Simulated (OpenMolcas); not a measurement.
## Cr I: effect of the active space

| Item | Value |
| --- | --- |
| Program | OpenMolcas |
| Method | CASSCF |
| Basis | ANO-RCC-VQZP |
| Scalar Hamiltonian | DKH2, point nucleus |
| Spin-orbit coupling | state interaction with AMFI integrals over the reference wave functions, term energies averaged over their components |

A. 6 electrons in 6 orbitals (3d 4s); 2S+1 = 7 even, 1 root; 2S+1 = 5 even, 23 roots kept (CI in the orbitals of an earlier block); 2S+1 = 3 even, 9 roots kept (CI in the orbitals of an earlier block); cost roughly 40 core-seconds
B. 6 electrons in 11 orbitals (3d 4s 4d); 2S+1 = 7 even, 1 root; 2S+1 = 5 even, 6 roots kept (CI in the orbitals of an earlier block); cost about 3 core-minutes

Energies in cm-1 above 3d5 4s 7S3, the measured ground level; measured values from NIST Handbook of Basic Atomic Spectroscopic Data.

```json
{"Level": "3d5 4s 7S3", "A": "0.0", "B": "0.0", "Measured": "0.0"}
{"Level": "3d5 4s 5S2", "A": "11253", "B": "11611", "Measured": "7593"}
{"Level": "3d4 4s2 5D0", "A": "24653", "B": "16645", "Measured": "7751"}
{"Level": "3d4 4s2 5D1", "A": "24702", "B": "16709", "Measured": "7811"}
{"Level": "3d4 4s2 5D2", "A": "24800", "B": "16837", "Measured": "7927"}
{"Level": "3d4 4s2 5D3", "A": "24948", "B": "17028", "Measured": "8095"}
{"Level": "3d4 4s2 5D4", "A": "25145", "B": "17283", "Measured": "8308"}
```

Deviations, from unrounded energies. A percentage is the sum of absolute deviations over the sum of measured energies, with the sign that they share, or ± where signs differ.

```tsv
Against measurement	Levels	A	B
mean absolute deviation (cm-1)	6	15000	8100
other terms of the ground configuration (%)	1	+48.2	+52.9
other configurations (%)	5	+211.5	+111.8
```

B lies closest to measurement on these levels. The largest miss of B in the table is 3d4 4s2 5D4, by +9000 cm-1. The ranking rests on the paired levels alone, and a cruder setting can come out closer through cancelling errors.

The spin-orbit steps hold different terms of 3d5 4s (B lacks 3G, 5D, 5G, 5P), which shifts levels as well.

Between A and B the level of the table that moves most is 3d4 4s2 5D0, by 8000 cm-1 (lowest in B, highest in A).

Without dynamic correlation excited terms often stand tens of per cent too high (terms of higher spin than the ground term too low), and those without a measured partner can miss by more than the paired ones. Terms from blocks run as CI alone lack orbitals of their own. A single d shell beside an s shell can misplace configurations of different d count against each other (holds for A). Active for correlation alone: 4d; no level in the range computed is led by a configuration that fills it, so any true level of that kind is missing (holds for B). Measured partners are found by configuration, term and J. A level has none where our copy of the source lacks it or the pairing is in doubt (some pairs that miss far off the trend of their configuration count as doubtful), and it then counts in no deviation. Only configurations of the active space appear. Levels that lie high or do not pair safely by name in every column are left out.
